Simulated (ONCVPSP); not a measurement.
## Transferability test, ONCV potential for Pb (Z = 82)

Pb, optimised norm-conserving Vanderbilt (ONCV), made with ONCVPSP 4.0.1 (LDA (Perdew-Wang 92), scalar-relativistic). Core [Kr] 4d10 4f14, reference 5s2 5p6 5d10 6s1 6p3. Waves: 5s+6s: rc 1.50 bohr, ncon 5, nbas 9, qcut 6.4 1/bohr, 2 projectors; 5p+6p: rc 1.80 bohr, ncon 3, nbas 6, qcut 9.2 1/bohr, 2 projectors; 5d: rc 1.90 bohr, ncon 5, nbas 9, qcut 8.8 1/bohr, 2 projectors, debl 3.7 Ha. Local part: polynomial inside 1.05 bohr (lpopt 2, dvloc0 2 Ha). Core correction: Teter function fitted to the true core (icmod 2), fcfact 0.15.

Energies are relative to the spin-unpolarised reference configuration 5s2 5p6 5d10 6s1 6p3; without spin polarisation the order of configurations can differ from experiment.

(1) Give the all-electron excitation energy and the error of the potential for: 5s2 5p6 5d10 6s2 6p2; 5s2 5p6 5d10 6s2 6p1; 5s2 5p6 5d10 6s2 6p0; 5s1 5p6 5d10 6s2 6p2.

## Answers

(1)

```csv
valence configuration,charge,ΔE all-electron (eV),error AE − PS (meV)
5s2 5p6 5d10 6s2 6p2,0,-8.824,-0.7
5s2 5p6 5d10 6s2 6p1,+1,-1.998,-3.5
5s2 5p6 5d10 6s2 6p0,+2,11.758,-9.5
5s1 5p6 5d10 6s2 6p2,+1,143.445,-580
```
